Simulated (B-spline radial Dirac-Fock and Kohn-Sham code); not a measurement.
# Elastic scattering of 500 eV electrons by the free gallium atom

Calculated with a B-spline atomic structure program, using relativistic (Dirac) partial waves in the static field of the Dirac-Fock atom with Furness-McCarthy exchange, without polarisation or absorption potentials.

```csv
θ (°),dσ/dΩ (a₀²/sr),Sherman function
0,77.0,0.000
1,75.4,0.000
2,70.8,0.000
3,64.0,0.000
5,47.5,0.000
7,32.4,0.000
10,17.3,0.000
15,6.58,0.001
20,3.08,0.002
25,1.66,0.002
30,0.972,0.003
40,0.407,-0.001
50,0.220,-0.012
60,0.151,-0.019
70,0.133,-0.010
80,0.133,0.008
90,0.122,0.025
100,0.0853,0.042
110,0.0361,0.067
120,0.0161,-0.015
130,0.0733,-0.048
140,0.234,-0.026
150,0.483,-0.015
160,0.757,-0.009
170,0.971,-0.004
180,1.05,0.000
```

Question: What integrated cross sections go with this distribution?

Answer: The total elastic cross section is 8.67 a₀², the first transport cross section 2.76 a₀² and the second, weighted with (3/2) sin²θ, 2.16 a₀². The mean deflection is ⟨1 − cos θ⟩ = 0.318, and 14 % of the collisions scatter beyond 90°.

On this grid of angles the cross section has minima near 70°, 120°, from interference among the few low partial waves with large phase shifts.
